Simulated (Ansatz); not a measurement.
Ansatz (a quantum-chemistry and plane-wave program) input (CCSD(T)/aug-cc-pV(D+d)Z):
A basis named .json is the Basis Set Exchange file of that set.

Ansatz 0.2 input:
```yaml
crystal:
  periodic: [false, false, false]
  atoms:
    - {symbol: Si, position_ang: [0.28344064, 0.30471263, 0.59046993]}
    - {symbol: F, position_ang: [1.03207766, 1.44351801, -0.14563200]}
    - {symbol: Cl, position_ang: [-0.77981577, -1.01515524, -0.40917007]}
basis:
  gaussian:
    orbitals: aug-cc-pV_D+d_Z.json
total_charge: 1
magnetization: {spin_polarized: true, initial_magnetization: 1}
correlation: {method: ccsd_t, electrons: outside_noble_gas}
output: {forces: true}
```

Output:

```
Functional definition: HF
integrals: 0.14 GiB planned
857 factors; integrals over basis functions are off by at most 4.6e-4 eV
mean field: 0.34 GiB planned
mean field evaluation 1: about -23060.2471 eV, gradient 3.7e1 eV
mean field evaluation 2: about -23060.2579 eV, gradient 3.7e1 eV
mean field evaluation 4: about -23065.3495 eV, gradient 2.5e0 eV
mean field evaluation 8: about -23065.4705 eV, gradient 2.3e-1 eV
mean field evaluation 16: about -23060.2474 eV, gradient 3.7e1 eV
mean field evaluation 32: about -23062.0493 eV, gradient 1.7e0 eV
mean field evaluation 64: about -23057.3738 eV, gradient 1.7e1 eV
mean field evaluation 96: about -23059.2258 eV, gradient 3.3e-1 eV
mean field -23065.47194533 eV, -847.6404596526 hartree, gradient 1.9e-6 eV, S^2 0.758287; 0 other end points of the search recorded, 0 dependent functions left out
11 core orbitals not correlated
reference -23065.47194533 eV, -847.6404596526 hartree; 9, 8 occupied and 67, 68 virtual orbitals, 857 factors
densities: 0.67 GiB planned
second order -11.15144739 eV of doubles, -0.00000000 eV of singles
coupled cluster: 0.47 GiB planned
cycle   1  -11.29341270 eV  change   -1.4e-1 eV  update   9.4e-2
cycle   2  -11.56377750 eV  change   -2.7e-1 eV  update   3.1e-2
cycle   3  -11.65524166 eV  change   -9.1e-2 eV  update   1.9e-2
cycle   4  -11.65454831 eV  change    6.9e-4 eV  update   6.2e-3
cycle   5  -11.65007051 eV  change    4.5e-3 eV  update   3.0e-3
cycle   6  -11.65152469 eV  change   -1.5e-3 eV  update   1.4e-3
cycle   7  -11.65189802 eV  change   -3.7e-4 eV  update   6.5e-4
cycle   8  -11.65200059 eV  change   -1.0e-4 eV  update   3.2e-4
cycle   9  -11.65205255 eV  change   -5.2e-5 eV  update   1.4e-4
cycle  10  -11.65197532 eV  change    7.7e-5 eV  update   6.5e-5
cycle  11  -11.65199738 eV  change   -2.2e-5 eV  update   2.7e-5
cycle  12  -11.65200658 eV  change   -9.2e-6 eV  update   1.3e-5
cycle  13  -11.65200602 eV  change    5.5e-7 eV  update   4.5e-6
cycle  14  -11.65200380 eV  change    2.2e-6 eV  update   2.1e-6
cycle  15  -11.65200312 eV  change    6.8e-7 eV  update   8.4e-7
perturbative correction -0.36743590 eV, -0.0135030203 hartree
the calculation of the forces begins
Total energy: -23077.49138436 eV, -848.0821658896 hartree
Atom 0 at     0.283441     0.304713     0.590470 Å, force    -0.323975    -0.541535     0.653388 eV/Å
Atom 1 at     1.032078     1.443518    -0.145632 Å, force     0.536767     0.810158    -0.484090 eV/Å
Atom 2 at    -0.779816    -1.015155    -0.409170 Å, force    -0.212792    -0.268624    -0.169298 eV/Å
Dipole moment:     0.012463    -0.052220     0.476996 e Å
```
